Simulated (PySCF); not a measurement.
C₆H₇NO: full NMR table

```
Formula                               : C6H7NO
SMILES                                : C=C(C)c1ccon1
Point group of the computed structure : Cs
Degrees of unsaturation               : 4
Carbon signals                        : 6
Proton signals                        : 5
```

Molfile (atoms numbered from 1):
```
C6H7NO
     RDKit          3D

 15 15  0  0  0  0  0  0  0  0999 V2000
   -1.2120    1.5252    0.2000 C   0  0  0  0  0  0  0  0  0  0  0  0
   -0.8998    0.2489   -0.0077 C   0  0  0  0  0  0  0  0  0  0  0  0
   -1.9242   -0.8096   -0.2689 C   0  0  0  0  0  0  0  0  0  0  0  0
    0.4832   -0.2069    0.0056 C   0  0  0  0  0  0  0  0  0  0  0  0
    1.6762    0.5446    0.2244 C   0  0  0  0  0  0  0  0  0  0  0  0
    2.6619   -0.3848    0.1254 C   0  0  0  0  0  0  0  0  0  0  0  0
    2.1309   -1.5851   -0.1288 O   0  0  0  0  0  0  0  0  0  0  0  0
    0.7892   -1.4673   -0.2012 N   0  0  0  0  0  0  0  0  0  0  0  0
   -0.4695    2.2809    0.3873 H   0  0  0  0  0  0  0  0  0  0  0  0
   -2.2358    1.8569    0.1896 H   0  0  0  0  0  0  0  0  0  0  0  0
   -2.9263   -0.3902   -0.2640 H   0  0  0  0  0  0  0  0  0  0  0  0
   -1.8519   -1.5866    0.4889 H   0  0  0  0  0  0  0  0  0  0  0  0
   -1.7318   -1.2793   -1.2311 H   0  0  0  0  0  0  0  0  0  0  0  0
    1.7770    1.5901    0.4208 H   0  0  0  0  0  0  0  0  0  0  0  0
    3.7288   -0.3286    0.2103 H   0  0  0  0  0  0  0  0  0  0  0  0
  1  2  2  0
  2  3  1  0
  2  4  1  0
  4  5  1  0
  5  6  2  0
  6  7  1  0
  7  8  1  0
  8  4  2  0
  1  9  1  0
  1 10  1  0
  3 11  1  0
  3 12  1  0
  3 13  1  0
  5 14  1  0
  6 15  1  0
M  END
```

How the numbers were obtained: shielding tensors at PBE0/pcSseg-1 (GIAO), geometry: GFN2-xTB, in PySCF (non-relativistic Hamiltonian, a single conformation, in vacuum, one averaged value for each set of equivalent atoms).

Chemical shifts δ = σref − σ; 1H (σref 31.72) and 13C (σref 186.93) vs TMS; 15N (σref 267.73) against NH3; 17O (σref 336.08) vs H2O, all at this level.

```tsv
carbon	δC, type	δH (multiplicity)	HMBC from (2–3 bonds)	span of the C tensor (ppm)
C1	122.1, CH2	H9 5.91 (br s); H10 5.70 (br s)	H11/H12/H13	190
C2	144.1, C	–	H14, H9, H10, H11/H12/H13	238
C3	22.6, CH3	2.37 (s)	H9, H10	32
C4	166.7, C	–	H15, H14, H9, H10, H11/H12/H13	187
C5	108.7, CH	6.78 (m)	H15	163
C6	165.4, CH	8.51 (m)	H14	175
```

Other nuclei:
| atoms | nucleus | environment | δ (ppm) | σ (ppm) |
| --- | --- | --- | --- | --- |
| N8 | 15N | pyridine-type nitrogen of an azole | 416.1 | -148.4 |
| O7 | 17O | aromatic ring oxygen | 397.2 | -61.2 |

1. Carbon types of the structure: 2 × C, 2 × CH, 1 × CH2, 1 × CH3, which accounts for all hydrogens.
2. δC 166.7: substituted aromatic carbon next to a ring nitrogen.
3. δC 165.4: aromatic CH next to the ring oxygen.
4. δC 144.1: fully substituted alkene carbon; an sp2 carbon of a C=C bond.
5. δC 122.1: terminal =CH2 carbon; as expected for a trigonal carbon in a double bond.
6. δH 8.51: hydrogen on an aromatic CH next to the ring oxygen; aromatic region.

Shifts are as computed. Against solution values, carbons near 30 ppm lie about +3 ppm off and those near 130 ppm about +5 ppm. Of 1211 compounds with measured shifts, 218 miss one by over three times the rms of a fit or turn the order of signals round; such compounds aren't used in these exercises. Unscaled 17O shifts of doubly bonded oxygen tend to come out too high, by tens of ppm or more. Experimental scales use liquid or dissolved standards, which lie at an offset from isolated NH3 (liquid NH3: subtract about 20 ppm) and H2O (liquid H2O: subtract about 36 ppm). Unscaled 15N shifts of sp2 nitrogen come out 20 to 40 ppm too high even then. No couplings were computed; multiplicities are counted from neighbouring protons, with m where these are inequivalent, close in shift, in a saturated or five-membered ring or joined by F or P, and br s for small geminal =CH2 splittings.
